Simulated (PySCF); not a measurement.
## Frontier levels across methods

Compound: C2H6Cl2Si.
Z-matrix (Å and degrees, PBE0-D3(BJ)/def2-SVP geometry), rows numbered from 1:
```
Cl
C   1  1.7944
Si  2  1.8954  1  109.39
C   3  1.8886  2  108.77  1   -55.97
Cl  4  1.7906  3  109.36  2   179.85
H   2  1.1003  1  107.69  3  -121.79
H   2  1.0998  1  107.88  3   122.16
H   3  1.4937  2  108.95  1  -175.57
H   3  1.4894  2  109.53  1    63.80
H   4  1.1001  3  111.87  2   -60.52
H   4  1.0992  3  111.01  2    60.21
```

Basis pcSseg-2 throughout (PySCF), one geometry. The structure is a single PBE0-D3(BJ)/def2-SVP conformer in the gas phase; no vibrational or solvent corrections.

Task: How do the orbital energies, the gap and the dipole change with the method?

Result: 
| method | kind | HOMO (eV) | LUMO (eV) | gap (eV) | μ (D) | SCF cycles |
| --- | --- | --- | --- | --- | --- | --- |
| BLYP | GGA | -6.61 | -1.05 | 5.56 | 2.05 | 14 |
| OPBE | GGA | -6.75 | -1.03 | 5.71 | 2.03 | 15 |
| PBE | GGA | -6.75 | -1.16 | 5.59 | 2.05 | 14 |
| B97-D | GGA | -6.75 | -1.05 | 5.70 | 2.08 | 14 |
| KT2 | GGA | -6.85 | -1.28 | 5.57 | 2.07 | 14 |
| BP86 | GGA | -6.85 | -1.19 | 5.65 | 2.06 | 14 |
| LDA | LDA | -6.86 | -1.35 | 5.51 | 2.09 | 13 |
| KT3 | GGA | -6.87 | -1.25 | 5.62 | 2.05 | 14 |
| B97-2 | global hybrid | -7.83 | -0.25 | 7.58 | 2.14 | 12 |
| B3LYP | global hybrid | -7.84 | -0.49 | 7.35 | 2.13 | 12 |
| PBE0 | global hybrid | -8.07 | -0.24 | 7.83 | 2.14 | 12 |
| mPW1PW91 | global hybrid | -8.10 | -0.24 | 7.86 | 2.14 | 12 |
| BHandHLYP | global hybrid | -9.30 | 0.53 | 9.83 | 2.23 | 11 |
| CAM-B3LYP | range-separated hybrid | -9.44 | 0.67 | 10.11 | 2.18 | 12 |
| wB97X-D | range-separated hybrid | -9.94 | 1.51 | 11.46 | 2.19 | 13 |
| LC-wPBE | range-separated hybrid | -10.82 | 1.84 | 12.67 | 2.20 | 12 |
| HF | Hartree–Fock | -11.22 | 2.33 | 13.54 | 2.38 | 10 |

The HOMO spans 4.61 eV, from BLYP down to HF, and the gap runs from 5.51 eV (LDA) to 13.54 eV (HF). Over the methods BLYP (0 %), OPBE (0 %), PBE (0 %), B97-D (0 %), KT2 (0 %), BP86 (0 %), LDA (0 %), KT3 (0 %), B97-2 (21 %), B3LYP (20 %), PBE0 (25 %), mPW1PW91 (25 %), BHandHLYP (50 %), HF (100 %), a straight line through the gap against the share of exact exchange rises by 0.81 eV for each 10 % (correlation coefficient 0.998). The dipole ranges from 2.03 D (OPBE) to 2.38 D (HF). This basis has no diffuse functions.
